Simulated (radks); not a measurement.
Results of a calculation; reference values are marked as such.
Ionisation of As19+, [Ne] 3s2 3p2, to As20+, [Ne] 3s2 3p1, under several functionals. Scalar-relativistic Kohn-Sham, spin-polarised, spherical densities, finite nucleus; open shells are filled with parallel spins first; a radial shooting solver on a logarithmic mesh with Libxc functionals.

functional,E(As19+) (hartree),Exc (hartree),IE (eV),-e(HOMO) (eV),<r> HOMO (bohr),IE error (eV)
SOGGA,-2053.53257,-58.24235,771.03,749.21,0.4977,-3.0
HCTH/407,-2055.65500,-60.41898,774.03,752.43,0.4964,0.0
AM05,-2052.37994,-57.07410,771.12,749.24,0.4975,-2.9
BP86,-2055.73028,-60.46840,771.63,749.79,0.4974,-2.4
exchange-only B88,-2054.95981,-59.69084,770.49,748.65,0.4976,-3.5
"LDA (Slater exchange, Perdew-Wang correlation)",-2051.98467,-56.67178,771.26,749.29,0.4974,-2.7
PW91,-2055.55964,-60.29278,771.78,749.94,0.4975,-2.2

NIST Atomic Spectra Database: 774 eV (semi-empirical). Closest: HCTH/407. The Delta-SCF values span 3.54 eV, the total energies 3.75 hartree. The highest occupied level is 3p. Open shells are spherical and high-spin; term and fine-structure splittings are not resolved.
